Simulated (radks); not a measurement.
Values are calculated unless marked as measured or tabulated.
Successive ionisation energies (eV) of one element, from differences of total energies of ions in their ground configurations, starting at charge 32: 4227.4, 4402.4, 4579.3, 4757.6, 4936.6. Code: a radial shooting solver on a logarithmic mesh with Libxc functionals. Model: Dirac Kohn-Sham, PBEsol, spin-unpolarised, spherical densities, point nucleus; open shells are shared between the two j in proportion to 2j + 1. Which element is it?

Answer. Niobium (Z = 41). The first species listed is Nb32+ in [He] 2s2 2p5, the last Nb36+ in [He] 2s2 2p1.
